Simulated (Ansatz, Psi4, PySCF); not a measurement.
C2H5S, charge -1, singlet, at a GFN2-xTB geometry (in this run its highest filled SCF level lies above zero, so its values depend strongly on the basis, on diffuse functions most of all). Base run: PySCF with HF/STO-3G.

The PySCF input:
```python
from pyscf import gto, scf

mol = gto.Mole()
mol.atom = '''
    C     1.524343    0.560931    0.314908
    C     0.044534    0.876769    0.100162
    S    -0.855375   -0.671745   -0.236502
    H    -1.442752   -0.785433    0.974973
    H    -0.042398    1.421991   -0.870869
    H     2.053462    1.500953    0.524441
    H     1.646050   -0.089133    1.189398
    H     2.058378    0.073345   -0.524334
'''
mol.basis = 'sto-3g'
mol.charge = -1
mol.spin = 0
mol.verbose = 3
mol.build()

mf = scf.RHF(mol)
mf.kernel()
```

The same geometry, method and basis name were run in Ansatz (a quantum-chemistry and plane-wave program) and Psi4 and PySCF, at each program's defaults and at the settings that a row names. The base is PySCF at its defaults. Differences at the defaults can come from grids, fitting, cores and function types together.

```csv
code and settings,ΔE vs base (mEh),basis functions,E (Eh),SCF cycles
"PySCF, defaults (exact integrals, spherical functions)",0.000,24,-470.63162,9
"Psi4, defaults (density fitting with its default set, spherical functions)",-0.434,24,-470.63206,7
"Ansatz, defaults (factorised integrals, spherical functions)",0.011,24,-470.63161,-
"PySCF, density fitting with def2-universal-jkfit",-0.434,24,-470.63206,9
"Psi4, exact integrals, spherical functions",0.000,24,-470.63162,10
"Ansatz, high accuracy",0.000,24,-470.63162,-
```
